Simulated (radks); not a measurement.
Valence configurations of Pd3+ (all share [Kr]). All-electron calculation, Dirac Kohn-Sham, PBE, spin-unpolarised, spherical densities, point nucleus; open shells are shared between the two j in proportion to 2j + 1. Program: a radial shooting solver on a logarithmic mesh with Libxc functionals. Energies are relative to 4d7; eigenvalues in eV.

[
 {"valence": "4d7", "E (eV)": "0.000", "e(4d3/2)": "-41.976", "e(4d5/2)": "-41.400", "e(5p1/2)": "-", "e(5p3/2)": "-", "e(5s1/2)": "-"},
 {"valence": "4d6.5 5p0.5", "E (eV)": "9.585", "e(4d3/2)": "-44.659", "e(4d5/2)": "-44.064", "e(5p1/2)": "-24.737", "e(5p3/2)": "-24.128", "e(5s1/2)": "-"},
 {"valence": "4d6.5 5s0.5", "E (eV)": "5.810", "e(4d3/2)": "-44.092", "e(4d5/2)": "-43.499", "e(5p1/2)": "-", "e(5p3/2)": "-", "e(5s1/2)": "-31.540"},
 {"valence": "4d5 5s2", "E (eV)": "26.794", "e(4d3/2)": "-50.623", "e(4d5/2)": "-49.977", "e(5p1/2)": "-", "e(5p3/2)": "-", "e(5s1/2)": "-34.416"},
 {"valence": "4d6 5p1", "E (eV)": "19.980", "e(4d3/2)": "-47.356", "e(4d5/2)": "-46.742", "e(5p1/2)": "-25.807", "e(5p3/2)": "-25.163", "e(5s1/2)": "-"},
 {"valence": "4d6 5s1", "E (eV)": "12.203", "e(4d3/2)": "-46.243", "e(4d5/2)": "-45.632", "e(5p1/2)": "-", "e(5p3/2)": "-", "e(5s1/2)": "-32.496"},
 {"valence": "4d5 5s1 5p1", "E (eV)": "34.985", "e(4d3/2)": "-51.705", "e(4d5/2)": "-51.055", "e(5p1/2)": "-27.324", "e(5p3/2)": "-26.619", "e(5s1/2)": "-35.081"},
 {"valence": "4d5 5p2", "E (eV)": "43.244", "e(4d3/2)": "-52.764", "e(4d5/2)": "-52.109", "e(5p1/2)": "-27.911", "e(5p3/2)": "-27.197", "e(5s1/2)": "-"},
 {"valence": "4d4 5s1 5p2", "E (eV)": "61.159", "e(4d3/2)": "-57.160", "e(4d5/2)": "-56.469", "e(5p1/2)": "-29.356", "e(5p3/2)": "-28.578", "e(5s1/2)": "-37.541"},
 {"valence": "4d4 5s2 5p1", "E (eV)": "52.487", "e(4d3/2)": "-56.132", "e(4d5/2)": "-55.445", "e(5p1/2)": "-28.801", "e(5p3/2)": "-28.033", "e(5s1/2)": "-36.929"}
]

NIST lists [Kr] 4d7 as the ground configuration; this level of theory agrees among the configurations tried. The energies are those of spherical spin-averaged densities, not of single terms.
